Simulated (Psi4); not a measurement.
Psi4 input (wB97X-D/6-31G*):

```
memory 1500 MB

molecule {
0 2
C     1.16415300   -0.10205900   -0.42726900
N     0.63102200   -1.23167200   -0.50521300
C    -0.68143400   -1.22628900   -0.04902400
C    -1.11007100   -0.01240300    0.38189900
S     0.16744200    1.15930900    0.21161000
H    -1.25680100   -2.13868300   -0.06180400
H    -2.07530700    0.25594100    0.77889400
symmetry c1
no_reorient
no_com
}

set {
  basis 6-31G*
  reference uks
  scf_type pk
  dft_radial_points 99
  dft_spherical_points 590
  e_convergence 1e-8
  d_convergence 1e-7
  maxiter 150
}

e = energy('wb97x-d')
print_out(f'\nFINAL {e:.10f} DIPOLE {variable("CURRENT DIPOLE")[0]:.6f} {variable("CURRENT DIPOLE")[1]:.6f} {variable("CURRENT DIPOLE")[2]:.6f}\n')
```

Output:

```
   => Loading Basis Set <=

    Name: 6-31G*
    Role: ORBITAL
    Keyword: BASIS
    atoms 1, 3-4 entry C          line   111 file 6-31gs.gbs
    atoms 2      entry N          line   128 file 6-31gs.gbs
    atoms 5      entry S          line   316 file 6-31gs.gbs
    atoms 6-7    entry H          line    44 file 6-31gs.gbs

   => WB97X-D: Empirical Dispersion <=

    Chai and Head-Gordon Dispersion Correction
    Chai, J.-D.; Head-Gordon, M. (2010), J. Chem. Phys., 132: 6615-6620

        s6 =       1.000000

         ---------------------------------------------------------
                                   SCF
               by Justin Turney, Rob Parrish, Andy Simmonett
                          and Daniel G. A. Smith
                              UKS Reference
         ---------------------------------------------------------

  ==> Geometry <==

    Molecular point group: c1
    Full point group: C1

    Geometry (in Angstrom), charge = 0, multiplicity = 2:

       Center              X                  Y                   Z               Mass
    ------------   -----------------  -----------------  -----------------  -----------------
         C            1.164153000000    -0.102059000000    -0.427269000000    12.000000000000
         N            0.631022000000    -1.231672000000    -0.505213000000    14.003074004430
         C           -0.681434000000    -1.226289000000    -0.049024000000    12.000000000000
         C           -1.110071000000    -0.012403000000     0.381899000000    12.000000000000
         S            0.167442000000     1.159309000000     0.211610000000    31.972071174400
         H           -1.256801000000    -2.138683000000    -0.061804000000     1.007825032230
         H           -2.075307000000     0.255941000000     0.778894000000     1.007825032230

  Running in c1 symmetry.

  Rotational constants: A =      0.30981  B =      0.18471  C =      0.11572 [cm^-1]
  Rotational constants: A =   9287.82671  B =   5537.41959  C =   3469.12237 [MHz]
  Nuclear repulsion =  195.339430301485436

  Charge       = 0
  Multiplicity = 2
  Electrons    = 43
  Nalpha       = 22
  Nbeta        = 21

  ==> Algorithm <==

  SCF Algorithm Type is PK.
  DIIS enabled.
  MOM disabled.
  Fractional occupation disabled.
  Guess Type is SAD.
  Energy threshold   = 1.00e-08
  Density threshold  = 1.00e-07
  Integral threshold = 1.00e-12

  ==> Primary Basis <==

  Basis Set: 6-31G*
    Blend: 6-31G*
    Number of shells: 36
    Number of basis functions: 83
    Number of Cartesian functions: 83
    Spherical Harmonics?: false
    Max angular momentum: 2

  ==> DFT Potential <==

   => LibXC <=

    Version 7.1.2
    S. Lehtola, C. Steigemann, M. J. T. Oliveira, and M. A. L. Marques,  SoftwareX 7, 1–5 (2018) (10.1016/j.softx.2017.11.002)

   => Composite Functional: WB97X-D <=

    wB97X-D Hyb-GGA Exchange-Correlation Functional

    J.-D. Chai and M. Head-Gordon,  Phys. Chem. Chem. Phys. 10, 6615–6620 (2008) (10.1039/B810189B)

    Deriv               =              1
    GGA                 =           TRUE
    Meta                =          FALSE

    Exchange Hybrid     =           TRUE
    MP2 Hybrid          =          FALSE

   => Exchange-Correlation Functionals <=

    1.0000   wB97X-D range-separated functional

   => Exact (HF) Exchange <=

    0.7780            HF,LR [omega = 0.2000]
    0.2220               HF

   => LibXC Density Thresholds  <==

    XC_HYB_GGA_XC_WB97X_D:  1.00E-14

   => Molecular Quadrature <=

    Radial Scheme          =       TREUTLER
    Pruning Scheme         =           NONE
    Nuclear Scheme         =       TREUTLER

    Blocking Scheme        =         OCTREE
    BS radius alpha        =              1
    Pruning alpha          =              1
    Radial Points          =             99
    Spherical Points       =            590
    Total Points           =         382330
    Total Blocks           =           2783
    Max Points             =            256
    Max Functions          =             83
    Weights Tolerance      =       1.00E-15

  ==> Integral Setup <==

  Using in-core PK algorithm.
   Calculation information:
      Number of atoms:                   7
      Number of AO shells:              36
      Number of primitives:             95
      Number of atomic orbitals:        83
      Number of basis functions:        83

      Integral cutoff                 1.00e-12
      Number of threads:                 1

  Performing in-core PK
  Using 18233523 doubles for integral storage.
  We computed 212735 shell quartets total.
  Whereas there are 222111 unique shell quartets.

  Computing range-separated integrals for PK
  We computed 212735 wK shell quartets total.
  Whereas there are 222111 wK unique shell quartets.

  ==> DiskJK: Disk-Based J/K Matrices <==

    J tasked:                  Yes
    K tasked:                  Yes
    wK tasked:                 Yes
    Omega:               2.000E-01
    Schwarz Cutoff:          1E-12


  Cached 50.0% of DFT collocation blocks in 0.391 [GiB].

  Minimum eigenvalue in the overlap matrix is 2.8157611646E-03.
  Reciprocal condition number of the overlap matrix is 3.8422559169E-04.
    Using symmetric orthogonalization.

  ==> Pre-Iterations <==

  SCF Guess: Superposition of Atomic Densities via on-the-fly atomic UHF (no occupation information).

   -------------------------
    Irrep   Nso     Nmo
   -------------------------
     A         83      83
   -------------------------
    Total      83      83
   -------------------------

  ==> Iterations <==

                        Total Energy        Delta E     RMS |[F,P]|

   @UKS iter SAD:  -567.97441910177326   -5.67974e+02   0.00000e+00
   @UKS iter   1:  -568.15829875265206   -1.83880e-01   5.84650e-03 ADIIS/DIIS
   @UKS iter   2:  -568.11028797823531    4.80108e-02   7.22401e-03 ADIIS/DIIS
   @UKS iter   3:  -568.27391099555200   -1.63623e-01   1.14561e-03 ADIIS/DIIS
   @UKS iter   4:  -568.27799633435507   -4.08534e-03   3.30836e-04 ADIIS/DIIS
   @UKS iter   5:  -568.27852935887267   -5.33025e-04   1.15005e-04 ADIIS/DIIS
   @UKS iter   6:  -568.27864626575115   -1.16907e-04   4.62679e-05 DIIS
   @UKS iter   7:  -568.27868848144067   -4.22157e-05   3.19879e-05 DIIS
   @UKS iter   8:  -568.27871506186636   -2.65804e-05   1.93873e-05 DIIS
   @UKS iter   9:  -568.27872382529915   -8.76343e-06   9.51982e-06 DIIS
   @UKS iter  10:  -568.27872642299121   -2.59769e-06   3.49391e-06 DIIS
   @UKS iter  11:  -568.27872683881026   -4.15819e-07   1.77316e-06 DIIS
   @UKS iter  12:  -568.27872694043799   -1.01628e-07   1.09990e-06 DIIS
   @UKS iter  13:  -568.27872697313751   -3.26995e-08   5.73752e-07 DIIS
   @UKS iter  14:  -568.27872698057286   -7.43535e-09   2.26412e-07 DIIS
   @UKS iter  15:  -568.27872698134422   -7.71365e-10   1.58268e-07 DIIS
   @UKS iter  16:  -568.27872698157933   -2.35104e-10   5.55394e-08 DIIS
  Energy and wave function converged.

  ==> Post-Iterations <==

   Electrons on quadrature grid:
      Nalpha   =   21.9999999768 ; deviation = -2.315e-08
      Nbeta    =   20.9999999286 ; deviation = -7.144e-08
      Ntotal   =   42.9999999054 ; deviation = -9.459e-08

   @Spin Contamination Metric:   8.849336352E-03
   @S^2 Expected:                7.500000000E-01
   @S^2 Observed:                7.588493364E-01
   @S   Expected:                5.000000000E-01
   @S   Observed:                5.000000000E-01

    Orbital Energies [Eh]
    ---------------------

    Alpha Occupied:

       1A    -89.094639     2A    -14.476583     3A    -10.384424
       4A    -10.353005     5A    -10.346462     6A     -8.114523
       7A     -6.064571     8A     -6.060155     9A     -6.055827
      10A     -1.092314    11A     -0.914572    12A     -0.853862
      13A     -0.700622    14A     -0.644709    15A     -0.606736
      16A     -0.523244    17A     -0.517888    18A     -0.464360
      19A     -0.428423    20A     -0.376645    21A     -0.343317
      22A     -0.337438

    Alpha Virtual:

      23A      0.042443    24A      0.085382    25A      0.117711
      26A      0.182990    27A      0.199391    28A      0.246917
      29A      0.307003    30A      0.337047    31A      0.371069
      32A      0.436564    33A      0.456867    34A      0.474488
      35A      0.495384    36A      0.592744    37A      0.616788
      38A      0.624273    39A      0.640441    40A      0.654754
      41A      0.715579    42A      0.726331    43A      0.775813
      44A      0.820665    45A      0.857910    46A      0.870639
      47A      0.908375    48A      0.914016    49A      0.938653
      50A      0.953949    51A      1.000828    52A      1.041856
      53A      1.094129    54A      1.112673    55A      1.148049
      56A      1.166893    57A      1.375612    58A      1.434564
      59A      1.481161    60A      1.541504    61A      1.599370
      62A      1.693467    63A      1.778623    64A      1.923264
      65A      1.954660    66A      2.027467    67A      2.075792
      68A      2.246852    69A      2.329429    70A      2.336235
      71A      2.375467    72A      2.427091    73A      2.516497
      74A      2.616890    75A      2.622909    76A      2.745893
      77A      3.032212    78A      3.079581    79A      4.002228
      80A      4.022426    81A      4.155715    82A      4.298997
      83A      4.413099

    Beta Occupied:

       1A    -89.093727     2A    -14.474135     3A    -10.372375
       4A    -10.351106     5A    -10.346697     6A     -8.113505
       7A     -6.062591     8A     -6.058728     9A     -6.055360
      10A     -1.084190    11A     -0.908385    12A     -0.842057
      13A     -0.693183    14A     -0.625967    15A     -0.595852
      16A     -0.514892    17A     -0.511508    18A     -0.460473
      19A     -0.388586    20A     -0.376130    21A     -0.335709

    Beta Virtual:

      22A     -0.045382    23A      0.055445    24A      0.091293
      25A      0.127401    26A      0.195801    27A      0.200538
      28A      0.249028    29A      0.312005    30A      0.347112
      31A      0.375520    32A      0.438050    33A      0.465905
      34A      0.480672    35A      0.501133    36A      0.600138
      37A      0.622515    38A      0.647617    39A      0.658245
      40A      0.658861    41A      0.718843    42A      0.739995
      43A      0.785269    44A      0.824495    45A      0.861206
      46A      0.875466    47A      0.913464    48A      0.920255
      49A      0.940698    50A      0.959042    51A      1.005644
      52A      1.052807    53A      1.100273    54A      1.118850
      55A      1.150514    56A      1.172486    57A      1.381580
      58A      1.440582    59A      1.489724    60A      1.544551
      61A      1.621157    62A      1.720907    63A      1.795555
      64A      1.947388    65A      1.963925    66A      2.041211
      67A      2.083271    68A      2.266966    69A      2.340055
      70A      2.342511    71A      2.400874    72A      2.442227
      73A      2.537420    74A      2.630032    75A      2.631550
      76A      2.753581    77A      3.046634    78A      3.090781
      79A      4.006865    80A      4.032043    81A      4.172153
      82A      4.325183    83A      4.416032

    Final Occupation by Irrep:
              A
    DOCC [    21 ]
    SOCC [     1 ]
    NA   [    22 ]
    NB   [    21 ]

  @UKS Final Energy:  -568.27872698157933

   => Energetics <=

    Nuclear Repulsion Energy =            195.3394303014854358
    One-Electron Energy =               -1166.1024916081180436
    Two-Electron Energy =                 437.7191622256810319
    DFT Exchange-Correlation Energy =     -35.2336539782272595
    Empirical Dispersion Energy =          -0.0011739224003990
    VV10 Nonlocal Energy =                  0.0000000000000000
    Total Energy =                       -568.2787269815793252

  UHF NO Occupations:
  HONO-2 :   20  A 1.9989899
  HONO-1 :   21  A 1.9969797
  HONO-0 :   22  A 1.0000000
  LUNO+0 :   23  A 0.0030203
  LUNO+1 :   24  A 0.0010101
  LUNO+2 :   25  A 0.0001407
  LUNO+3 :   26  A 0.0001255

Computation Completed

Properties will be evaluated at   0.000000,   0.000000,   0.000000 [a0]

Properties computed using the SCF density matrix

 Multipole Moments:

 ------------------------------------------------------------------------------------
     Multipole            Electronic (a.u.)      Nuclear  (a.u.)        Total (a.u.)
 ------------------------------------------------------------------------------------

 L = 1.  Multiply by 2.5417464519 to convert [e a0] to [Debye]
 Dipole X            :         -0.7861137            0.0000113           -0.7861023
 Dipole Y            :          0.2406171           -0.0000151            0.2406020
 Dipole Z            :          0.3284589           -0.0000094            0.3284495
 Magnitude           :                                                    0.8852826

 ------------------------------------------------------------------------------------

FINAL -568.2787269816 DIPOLE -0.786102 0.240602 0.328449

*** Psi4 exiting successfully. Buy a developer a beer!
```

The geometry given is a B3LYP-D3(BJ)/def2-TZVP minimum.
